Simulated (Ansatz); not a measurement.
Mulliken charges of CH3BOS2, SMILES `B1OCSS1` from PBE/def2-TZVPP in Ansatz (PBE0-D4/def2-TZVP geometry).

```tsv
atom	x (Å)	y (Å)	z (Å)	charge (e)
B1	-0.441	1.230	-0.204	0.111
O2	0.082	0.498	0.807	-0.201
C3	0.344	-0.859	0.525	0.011
S4	0.829	-1.056	-1.210	-0.083
S5	-0.439	0.471	-1.841	-0.097
H6	-0.902	2.309	-0.011	0.024
H7	-0.556	-1.441	0.739	0.116
H8	1.175	-1.207	1.140	0.120
```

By hand: the dipole of these point charges (1 e Å = 4.8032 D).

Σ q r = (-0.033, -0.188, 0.322) e Å, of length 0.374 e Å = 1.80 D.

How does the dipole of the full density compare? (An estimate is asked.)

Ansatz gave: (-0.004, -0.179, 0.218) e Å, 1.35 D; the point charges give 1.33 times that, at 10° from its direction.

Point charges leave out the atoms' own dipoles, such as those of lone pairs, and Mulliken's split depends on the basis, so the two needn't agree.
